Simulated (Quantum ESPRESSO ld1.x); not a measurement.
The numbers below are computed, except where a source is named.
Question: The aim is the argon ion Ar3+ in [Ne] 3s2 3p3. What will ld1.x (Quantum ESPRESSO 7.5) do with this input?

```
 &input
    zed=18.0,
    iswitch=1,
    rel=0,
    dft='PW',
    config='[Ne] 3s2 3p3',
    verbosity='high',
    ecut=1,
    prefix='ld1',
    max_out_wfc=37,
    file_charge='ld1.rho',
 /
```

Answer: Refused. The program stops in ld1_readin with "reading input namelist": the namelist holds a keyword that &input does not know.

Output (excerpt):

```
     Program LD1 v.7.5 starts

 %%%%%%%%%%%%%%%%%%%%%%%%%%%%%%%%%%%%%%%%%%%%%%%%%%%%%%%%%%%%%%%%%%%%%%%%%%%%%%
     Error in routine ld1_readin (5010):
     reading input namelist
 %%%%%%%%%%%%%%%%%%%%%%%%%%%%%%%%%%%%%%%%%%%%%%%%%%%%%%%%%%%%%%%%%%%%%%%%%%%%%%

     stopping ...
```

Run on one thread of a shared host, so times are rough (Intel(R) Xeon(R) Processor @ 2.60GHz): 0.48 s of CPU time, 0.51 s wall.
